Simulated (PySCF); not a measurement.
**Diatomics of I with group 14**

PBE0 with double-zeta basis sets in PySCF, for the lowest determinant that a PBE0 search found; no spin–orbit coupling. De refers to high-spin ground-configuration atoms. A positive dipole means M(−)I(+).

```csv
M,basis,state (unpaired electrons),Re (Å),ωe (cm⁻¹),De (eV),μ (D)
C,x2c-SVPall,doublet (π ↑),2.035,648,3.02,1.87
Si,x2c-SVPall,doublet (π ↑),2.451,366,3.30,-0.52
Ge,cc-pVDZ-PP,doublet (π ↑),2.547,242,3.12,-1.53
Sn,def2-SVP,doublet (π ↑),2.735,197,3.03,-2.42
Pb,def2-SVP,doublet (π ↑),2.823,167,2.95,-3.39
```

The shortest bond is that of CI (2.035 Å), the longest that of PbI (2.823 Å).

The rows differ in basis set, which adds steps of its own.

Down a group the atoms grow and get heavier, so bonds lengthen and wavenumbers fall; this series shows no clear exception.

Spin–orbit coupling is left out, which matters for elements this heavy, above all for dissociation energies. States were picked by a PBE0 search and need not be the measured ground states.
